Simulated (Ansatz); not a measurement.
C₄H₇, charge -1, singlet, at a GFN2-xTB geometry (a gas-phase anion, which may not be bound at this level); B3LYP/3-21G in Ansatz (a first-principles code).

Here is a job for Ansatz.
Ansatz 0.2 input:
```yaml
crystal:
  periodic: [false, false, false]
  atoms:
    - {symbol: C, position_ang: [0.00517132, 1.09925244, -0.34269289]}
    - {symbol: C, position_ang: [-0.00709196, -1.01871233, -0.00830742]}
    - {symbol: C, position_ang: [-1.07652487, 0.07011928, 0.08516265]}
    - {symbol: C, position_ang: [1.07848492, 0.05524076, 0.06995662]}
    - {symbol: H, position_ang: [0.01625217, 1.98354431, 0.36244730]}
    - {symbol: H, position_ang: [-0.01744288, -1.52642944, -0.97846478]}
    - {symbol: H, position_ang: [-0.00686701, -1.79084704, 0.77907723]}
    - {symbol: H, position_ang: [-1.49140270, 0.13217959, 1.11834808]}
    - {symbol: H, position_ang: [-1.94429847, -0.05926635, -0.58796451]}
    - {symbol: H, position_ang: [1.50871792, 0.11146630, 1.09717884]}
    - {symbol: H, position_ang: [1.93480455, -0.08604828, -0.61533597]}
basis:
  gaussian:
    orbitals: 3-21G.json
hamiltonian:
  xc: b3lyp
total_charge: -1
scf: {lower_state_search: off}
```
The basis file holds 3-21G in the JSON format of the Basis Set Exchange.

Output, abridged:

```
Functional definition: B3LYP
these checks for a lower state are left out or cut short: stability, starts, cluster_reference, orbital_swaps, neighbouring_geometries, increment
657 factors; integrals over basis functions are off by at most 9.2e-4 eV
mean field evaluation 1: about -4233.0518 eV, gradient 2.8e1 eV
mean field evaluation 2: about -4231.0872 eV, gradient 3.8e1 eV
mean field evaluation 4: about -4235.2323 eV, gradient 1.9e0 eV
mean field evaluation 8: about -4235.1897 eV, gradient 5.3e-2 eV
mean field evaluation 16: about -4235.1897 eV, gradient 3.7e-6 eV
mean field -4235.18971270 eV, -155.6403512269 hartree, gradient 3.7e-6 eV, S^2 0.000000; 0 other end points of the search recorded, 0 dependent functions left out
reference -4235.18986673 eV, -155.6403568874 hartree; 16, 16 occupied and 34, 34 virtual orbitals, 657 factors
Total energy: -4235.18986673 eV, -155.6403568874 hartree
Checks for a lower state left out: stability, starts, cluster_reference, orbital_swaps, neighbouring_geometries, increment
```
